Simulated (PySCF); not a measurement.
Question: What does the PBE0-D3(BJ)/def2-SVP structure of `c1ccn(C2C[SiH2]C2)c1` look like in three dimensions?

Answer: 
Z-matrix in Å and degrees, rows numbered from 1:
```
C 
C   1  1.4209
C   2  1.3791  1  107.17
N   3  1.3697  2  108.36  1     0.03
C   4  1.4454  3  125.81  2   179.95
C   5  1.5501  4  116.90  3   -59.33
Si  6  1.8993  5   86.83  4   151.18
C   5  1.5496  4  116.82  3    59.61
C   4  1.3696  3  108.99  2    -0.03
H   1  1.0883  2  127.11  3   179.98
H   2  1.0884  1  127.06  3  -179.96
H   3  1.0880  2  130.33  1  -179.96
H   5  1.1014  4  105.73  3  -179.86
H   6  1.1022  5  110.21  4    41.49
H   6  1.0982  5  116.03  4   -82.38
H   7  1.4929  6  119.04  5  -135.72
H   7  1.4935  6  114.30  5    92.15
H   8  1.0981  5  116.13  4    81.96
H   8  1.1024  5  110.07  4   -41.86
H   9  1.0884  1  130.88  2  -180.00
```

The C–C distances run from 1.378 Å (C1–C9, aromatic) to 1.550 Å (C5–C6, drawn single), a spread of 0.172 Å. N4 (pyrrole-type nitrogen) is planar (angles 125.8°, 125.2° and 109.0°, sum 360.0°, 0.00 Å off the plane of its three neighbours). Of the pairs four or more bonds apart, H13···H20 is among the closest relative to their van der Waals radii: 2.34 Å, 97 % of the sum of Bondi's values. The C–N distances run from 1.370 Å (N4–C9, aromatic) to 1.445 Å (N4–C5, drawn single), a spread of 0.075 Å.

Computed with PBE0-D3(BJ)/def2-SVP geometry optimisation, gas phase in PySCF.

Point group: Cs (tolerance 0.08 Å). Not checked by PBE0-D3(BJ)/def2-SVP frequencies. The numbers are those of one conformer (C3–N4–C5–C6 -59°, N4–C5–C6–Si7 151°, C5–C6–Si7–C8 -19°, C6–Si7–C8–C5 19°, N4–C5–C8–Si7 -151°).
